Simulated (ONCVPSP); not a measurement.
# As: one change to an ONCV potential, before and after

- Element: As
- Generator: ONCVPSP 4.0.1
- Type: optimised norm-conserving Vanderbilt (ONCV)
- Functional: PBE
- Relativity: scalar-relativistic
- Frozen core: [Ar]
- Valence charge: 15
- Reference configuration: 3d10 4s2 4p2 (charge +1)
- Partial waves: 4s: rc 1.25 bohr, ncon 3, nbas 6, qcut 4.5 1/bohr, 2 projectors, debl 2.7 Ha; 4p: rc 2.00 bohr, ncon 4, nbas 8, qcut 4.4 1/bohr, 2 projectors, debl 0.5 Ha; 3d: rc 0.90 bohr, ncon 4, nbas 9, qcut 19.7 1/bohr, 2 projectors, debl 1.2 Ha
- Local potential: polynomial inside 0.55 bohr (lpopt 5, dvloc0 -1 Ha)
- Core correction: polynomial model core, fcfact 0.5

In the d channel the program set the typed energies aside and used -1.852, 0.250 Ha.

Change: d: qcut 15.8.

Cutoffs: the cutoffs (Ha) at which the residual kinetic energy of the hardest occupied pseudo-wave falls to 1 and 0.1 mHa per electron; they do not see the model core or the augmentation charge, which bear on the density cutoff. Errors are all-electron minus pseudo energies relative to the spin-unpolarised reference configuration.

Q: How do hardness, ghosts and transferability respond?

A: The potential gets softer (142 Ha and 159 Ha → 111 Ha and 126 Ha); both files keep a bound ghost (p, s); the errors of the 4 common tests hardly move. The waves are optimised to have the least kinetic energy above qcut, so the cutoff follows it (qcut²/2 in Ha).

| quantity | base | changed |
| --- | --- | --- |
| cutoff, loose | 142 Ha | 111 Ha |
| cutoff, tight | 159 Ha | 126 Ha |
| loose cutoff by channel | s 29 Ha, p 7.2 Ha, d 142 Ha | s 29 Ha, p 7.2 Ha, d 111 Ha |
| bound ghosts | s, p | s, p |
| GHOST(+) flags under 300 eV | none | none |
| error for 3d10 4s2 4p3, meV [ΔE -9.15 eV] | +0.8 | +0.8 |
| error for 3d10 4s2 4p1, meV [ΔE 17.92 eV] | -4.5 | -4.4 |
| error for 3d10 4s2 4p0, meV [ΔE 45.62 eV] | -19 | -19 |
| error for 3d10 4s1 4p3, meV [ΔE 10.11 eV] | -2.4 | -2.4 |
| s: phases at 1.27 bohr within 0.05 rad from the reference energy up to (Ha; the scan ends near 5) | to the end of the scan | to the end of the scan |
| p: phases at 2.02 bohr within 0.05 rad from the reference energy up to (Ha; the scan ends near 5) | 3.0 | 3.0 |
| d: phases at 0.91 bohr within 0.05 rad from the reference energy up to (Ha; the scan ends near 5) | to the end of the scan | to the end of the scan |
| rms error of d²Exc/dni dnj with the model core, mHa | 1.96 | 1.85 |

 A true bound ghost makes a file unfit for plane-wave use even where its test errors are small: the radial tests pick states by their node count and pass the ghost by.
